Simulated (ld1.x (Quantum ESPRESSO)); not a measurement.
## phosphorus: excitation energies, all-electron against TM

```
Element                 : P (Z = 15)
Generator               : ld1.x (Quantum ESPRESSO) 7.5
Type                    : norm-conserving Troullier–Martins (Kleinman–Bylander form)
Functional              : LDA (PZ)
Relativity              : scalar-relativistic
Frozen core             : [Ne]
Valence charge          : 5
Reference configuration : 3s1.5 3p3.5
Partial waves           : 3p (bound): rc 1.90 bohr; 3s (bound): rc 1.35 bohr
Local potential         : the s channel
Core correction         : none
```

Energies are relative to the spin-unpolarised reference configuration 3s1.5 3p3.5; without spin polarisation the order of configurations can differ from experiment. Spin-polarised rows fill each open shell by Hund’s rule, majority spin first.

```
   valence configuration  charge  ΔE all-electron (eV)  error AE − PS (meV)
                 3s2 3p3       0                -4.229                 +0.8
                 3s2 3p2      +1                 5.592                 +2.8
                 3s2 3p1      +2                24.841                  +30
                 3s1 3p4       0                 4.267                 +0.7
                 3s1 3p0      +4               106.925                 +480
                 3s0 3p5       0                12.907                 +7.1
                 3s2 3p0      +3                54.736                 +134
3s2 3p3 (spin-polarised)       0                -5.739                 +121
```

(1) What are ΔE and the potential's error for 3s1.5 3p3.5 (spin-polarised)?

Results:

(1) ΔE = -1.622 eV all-electron; the error (AE − PS) is +170 meV.
